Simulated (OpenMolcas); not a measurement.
## Os2+: moving or changing the point charges

Os2+ among 6 point charges of -1.5 e arranged as an octahedron (Oh), 1.93 Å from the ion.

```json
{
  "Program": "OpenMolcas 26.06",
  "Method": "SS-CASPT2, IPEA 0.25 Eh, imaginary shift 0.1 Eh (closed shells correlated: 5s 5p)",
  "Basis": "ANO-RCC-VDZP [7s6p4d2f1g]",
  "Scalar Hamiltonian": "DKH2, point nucleus",
  "Active space": "6 electrons in 5 orbitals (5d)",
  "State averaging": "2S+1 = 5 even, 5 roots; 2S+1 = 3 even, 45 roots; 2S+1 = 1 even, 50 roots",
  "Spin-orbit coupling": "RASSI with atomic mean-field integrals over the reference wave functions"
}
```

Runs around this geometry, states (labels of O, the rotations of Oh). Energies in cm-1 above the lowest state or level, χT in cm3 K/mol; under a threefold ground state the first gap can be a small split of the lowest multiplet, not the spin-orbit step.

| R (Å) | q (e) | Ground state | First state of that spin | First gap with spin-orbit (degeneracies) | χT at 300 K | First state of another spin |
| --- | --- | --- | --- | --- | --- | --- |
| 1.93 | -0.98 | 5T2 | 5E 11800 | 690 (1, 2) | 1.180 | 1A1 5260 |
| 1.93 | -1.5 | 1A1 | 1T1 13570 | 5280 (1, 2) | 0.134 | 5T2 5420 |
| 2.11 | -1.5 | 5T2 | 5E 12780 | 1060 (1, 2) | 0.707 | 1A1 4070 |

The ground state changes within this set.

Roots that are degenerate in the reference are averaged as groups; the widest CASPT2 spread within a group is 250 cm-1 (the 3-fold group of multiplicity 1 near 13000 cm-1 above the lowest state of its run, R = 2.11, q = -1.5). Shifts and gaps below about the spread of the groups concerned are not significant. Free-ion shares, where given, are those of the reference states; single-state CASPT2 does not remix them. Spin-orbit coupling mixes the spin-free states strongly: the lowest level takes only 39 % from its leading state, 5T2 (figures for R = 1.93, q = -0.98; the like holds for R = 1.93, q = -1.5, R = 2.11, q = -1.5). This shell can be high or low spin here, a state of another spin lies low, and with metal d orbitals alone active their balance is uncertain, so the ground spin may be wrong (holds for R = 1.93, q = -0.98; R = 2.11, q = -1.5). Point charges give a weaker field than real ligands, and real ions of this kind are as a rule low spin; the high spin found here belongs to the model (holds for R = 1.93, q = -0.98; R = 2.11, q = -1.5). This shell can be high or low spin here, a state of another spin lies low, and with metal d orbitals alone active their balance is uncertain, so the ground spin may be wrong, although the usual error favours high spin (holds for R = 1.93, q = -1.5). This is an electrostatic model: the charges have no orbitals. No measured value stands beside these numbers.
